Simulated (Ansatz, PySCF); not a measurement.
CH5FO2Si2, SMILES O=C(O)[Si@@H](F)[SiH3]. Atoms are numbered in the order given.

```xyz
11

O      1.3941     1.6671     0.0740
C      1.2838     0.5426    -0.3499
O      2.3187    -0.2684    -0.5633
Si    -0.4710    -0.1251    -0.7355
F     -0.4423    -1.7164    -1.0836
Si    -1.7636     0.2828     1.1723
H      3.1231     0.2226    -0.3156
H     -0.9374     0.6078    -1.9462
H     -3.1179    -0.3262     1.0096
H     -1.8928     1.7581     1.3568
H     -1.0865    -0.3192     2.3594
```
Charge 0, spin multiplicity 1.

Geometry: PBE0-D3(BJ)/def2-SVP. The structure was generated by enumeration; whether it is a known compound was not checked. Other conformers were not sampled.

Two levels are set side by side: PBE-D3(BJ)/def2-SVP (Ansatz, a program for electronic structure) and PBE0-D3(BJ)/def2-SVP (Ansatz). Each level has its own optimised geometry; the coordinates shown are those of the second. Frequencies come from the Hessian of PySCF at each geometry. Differences are taken from unrounded values.

| quantity | PBE0-D3(BJ) |
|---|---|
| mean bond length (Å) | 1.537 |
| bond O1–C2 (Å) | 1.207 |
| bond C2–O3 (Å) | 1.332 |
| bond C2–Si4 (Å) | 1.917 |
| bond Si4–F5 (Å) | 1.629 |
| bond Si4–Si6 (Å) | 2.340 |
| bond O3–H7 (Å) | 0.974 |
| bond Si4–H8 (Å) | 1.490 |
| bond Si6–H9 (Å) | 1.494 |
| bond Si6–H10 (Å) | 1.492 |
| bond Si6–H11 (Å) | 1.493 |
| highest harmonic wavenumber (cm⁻¹) | 3732 |
| mean harmonic wavenumber (cm⁻¹) | 998 |
| zero-point energy (kcal/mol) | 38.52 |

### Question
What does PBE-D3(BJ) give, and how far is it from PBE0-D3(BJ)? (Estimate from the structure and the level; the computed values follow.)

### Answer

| quantity | PBE-D3(BJ) | PBE-D3(BJ) minus PBE0-D3(BJ) |
|---|---|---|
| mean bond length (Å) | 1.549 | 0.012 |
| bond O1–C2 (Å) | 1.221 | 0.014 |
| bond C2–O3 (Å) | 1.349 | 0.017 |
| bond C2–Si4 (Å) | 1.926 | 0.009 |
| bond Si4–F5 (Å) | 1.645 | 0.016 |
| bond Si4–Si6 (Å) | 2.350 | 0.010 |
| bond O3–H7 (Å) | 0.988 | 0.013 |
| bond Si4–H8 (Å) | 1.502 | 0.012 |
| bond Si6–H9 (Å) | 1.504 | 0.010 |
| bond Si6–H10 (Å) | 1.503 | 0.011 |
| bond Si6–H11 (Å) | 1.504 | 0.010 |
| highest harmonic wavenumber (cm⁻¹) | 3533 | -199 |
| mean harmonic wavenumber (cm⁻¹) | 957 | -41 |
| zero-point energy (kcal/mol) | 36.95 | -1.57 |

GGA bonds tend to be longer and softer than those of functionals with exact exchange. Differences between two approximate levels are no errors against the true value.
